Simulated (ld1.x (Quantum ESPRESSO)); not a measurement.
# Building the TM potential for carbon (C) (PBEsol, scalar-relativistic).

The input file (ld1.x (Quantum ESPRESSO) 7.5):

```
&input
   title='C', zed=6., rel=1, dft='PBESOL', iswitch=3,
   config='[He] 2s2 2p2',
   nld=2, rlderiv=2.60, eminld=-3.0, emaxld=5.0, deld=0.02
 /
 &inputp
   pseudotype=2, tm=.true., lloc=0,
   nlcc=.true., new_core_ps=.true., rcore=0.50,
   file_pseudopw='C.UPF', file_wfcaegen='ae.wfc', file_wfcncgen='nc.wfc', file_beta='beta', file_chi='chi'
 /
2
2P  2  1   2.00   0.00  2.40  2.40  0.0
2S  1  0   2.00   0.00  1.00  1.00  0.0
 &test
   configts(1)='2s2 2p2'
 /
```

Command:

```bash
ld1.x < C.in > C.out
```

Output (shortened: banner, matrices, multipoles, cross overlaps and the repeated all-electron block are left out):

```
Program LD1 v.7.5
     --------------------------- All-electron run ----------------------------

     C
     scalar relativistic calculation

     atomic number is  6.00
     dft =PBESOL   lsd =0 sic =0 latt =0  beta=0.20 tr2=1.0E-14
     Exchange-correlation= PBESOL
                           (   1   4  10   8   0   0   0)
     mesh =1073 r(mesh) = 100.30751 a.u. xmin = -7.00 dx = 0.01250
     1 Ry =  13.60569312 eV, c = 137.03599908

     n l     nl                  e(Ry)          e(Ha)          e(eV)
     1 0     1S 1( 2.00)       -19.9949        -9.9975      -272.0447
     2 0     2S 1( 2.00)        -1.0031        -0.5016       -13.6482
     2 1     2P 1( 2.00)        -0.3847        -0.1923        -5.2335

     final scf error:  2.0E-15 reached in  33 iterations

     Etot =     -75.186894 Ry,     -37.593447 Ha,   -1022.969813 eV

     Ekin =      74.940606 Ry,      37.470303 Ha,    1019.618881 eV
     Encl =    -175.649089 Ry,     -87.824544 Ha,   -2389.827600 eV
     Eh   =      35.311091 Ry,      17.655545 Ha,     480.431861 eV
     Exc  =      -9.789502 Ry,      -4.894751 Ha,    -133.192956 eV

     normalization and overlap integrals

     s(1S/1S) =  1.000000  <r> =   0.2713  <r2> =    0.0998  r(max) =   0.1752
     s(2S/2S) =  1.000000  <r> =   1.5764  <r2> =    3.0088  r(max) =   1.2162
     s(2P/2P) =  1.000000  <r> =   1.7996  <r2> =    4.2490  r(max) =   1.2011

     ------------------------ End of All-electron run ------------------------

     --------------------- Generating NC pseudopotential ---------------------

      Generating local pot.: lloc=0, matching radius rcloc =   1.0000

      Computing core charge for nlcc:

       r > 0.50 : true rho core
      Core charge pseudized with two Bessel functions
      Integrated core pseudo-charge :   1.23

      Wfc   2P  rcut= 2.419  Using Troullier-Martins method

     ------------------- End of pseudopotential generation -------------------

     Computing logarithmic derivative in   2.59091
     Computing logarithmic derivative in   2.59091
     Computing the partial wave expansion
       no projector for channel:   0
     R is outside the sphere for l=    1 j= 0.00

     ---------------------- Testing the pseudopotential ----------------------

     C
     scalar relativistic calculation

     atomic number is  6.00   valence charge is  4.00
     dft =PBESOL   lsd =0 sic =0 latt =0  beta=0.20 tr2=1.0E-14
     mesh =1073 r(mesh) = 100.30751 xmin = -7.00 dx = 0.01250

     n l     nl             e AE (Ry)        e PS (Ry)    De AE-PS (Ry)
     1 0     2S   1( 2.00)       -1.00312       -1.00313        0.00001
     2 1     2P   1( 2.00)       -0.38465       -0.38466        0.00000

     eps = 6.0E-15  iter =  9

     Etot =     -75.186894 Ry,     -37.593447 Ha,   -1022.969813 eV
     Etotps =   -13.336491 Ry,      -6.668245 Ha,    -181.452198 eV

     Ekin =       5.793808 Ry,       2.896904 Ha,      78.828771 eV
     Encl =     -20.712255 Ry,     -10.356127 Ha,    -281.804580 eV
     Ehrt =       8.632745 Ry,       4.316373 Ha,     117.454480 eV
     Ecxc =      -5.592251 Ry,      -2.796126 Ha,     -76.086457 eV
     (Ecc =      -2.715866 Ry,      -1.357933 Ha,     -36.951235 eV)
     Epseu=      -1.458537 Ry,      -0.729269 Ha,     -19.844411 eV

     ---------------------- End of pseudopotential test ----------------------
```

Generation and configuration tests took about 0.83 s on one core of a shared server CPU.
